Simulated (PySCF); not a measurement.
# Spin states of BaS

Unrestricted PBE0; PySCF, spin-free X2C with a Gaussian nucleus, basis sets Ba x2c-SVPall, S x2c-SVPall. Outer shells of the fragments: Ba 6s2; S 3s2 3p4.

Followed along the bond (rough minima from three points):

```tsv
2Ms+1	unpaired	⟨S²⟩ at the start	R at minimum (Å)	Te (eV)
1	none	0.00	2.52	0.00
3	σ ↑, π ↑	2.00	2.81	1.30
1	σ ↓, π ↑	1.00	2.81	1.31
3	σ ↑↑	2.00	2.65	1.56
```

Solutions found at the starting distance of 2.770 Å, counted from the lowest of them; the search is not exhaustive and high or unbound solutions are not listed, so other states can lie among these:

```json
{"2Ms+1": "1", "unpaired": "none", "term": "¹Σ⁺", "E (eV)": "0.00", "⟨S²⟩": "0.00", "⟨Lz²⟩": "0.00", "μ (D)": "-12.03"}
{"2Ms+1": "3", "unpaired": "σ ↑, π ↑", "term": "³Π", "E (eV)": "0.93", "⟨S²⟩": "2.00", "⟨Lz²⟩": "1.02", "μ (D)": "-4.63"}
{"2Ms+1": "1", "unpaired": "σ ↓, π ↑", "term": "mixed", "E (eV)": "0.94", "⟨S²⟩": "1.00", "⟨Lz²⟩": "1.01", "μ (D)": "-4.59"}
{"2Ms+1": "3", "unpaired": "σ ↑↑", "term": "³Σ⁺", "E (eV)": "1.25", "⟨S²⟩": "2.00", "⟨Lz²⟩": "0.00", "μ (D)": "-4.55"}
{"2Ms+1": "3", "unpaired": "π ↑, δ ↑", "term": "mixed", "E (eV)": "2.22", "⟨S²⟩": "2.00", "⟨Lz²⟩": "5.01", "μ (D)": "-7.55"}
{"2Ms+1": "3", "unpaired": "π ↑↑", "term": "mixed", "E (eV)": "2.22", "⟨S²⟩": "2.00", "⟨Lz²⟩": "2.01", "μ (D)": "-2.57"}
{"2Ms+1": "1", "unpaired": "π ↑, δ ↓", "term": "mixed", "E (eV)": "2.23", "⟨S²⟩": "1.00", "⟨Lz²⟩": "5.01", "μ (D)": "-7.54"}
{"2Ms+1": "1", "unpaired": "π ↑↓", "term": "mixed", "E (eV)": "2.27", "⟨S²⟩": "1.01", "⟨Lz²⟩": "2.01", "μ (D)": "-2.56"}
{"2Ms+1": "3", "unpaired": "π ↑↑", "term": "mixed", "E (eV)": "2.27", "⟨S²⟩": "2.00", "⟨Lz²⟩": "2.01", "μ (D)": "-2.57"}
```

A term symbol is given only where ⟨S²⟩ and ⟨Lz²⟩ are close to those of a pure state; real π, δ and φ orbitals otherwise mix terms. A positive dipole means Ba(−)S(+).

Problem. Compare the gap between the two lowest followed solutions at the starting distance with the gap between their minima.

Solution. At PBE0 the second solution (triplet, unpaired electrons σ ↑, π ↑) lies +0.93 eV from the first (singlet, closed shell) at 2.770 Å and +1.30 eV at the minima; the two curves relax by different amounts, since their minima lie near 2.81 and 2.52 Å.

The measured ground state is X ¹Σ+ (Huber and Herzberg, Constants of Diatomic Molecules (1979)).

Spin–orbit coupling is left out. Counting both spins, an empty level lies below a filled one in some of these solutions, because spin and occupation are held.
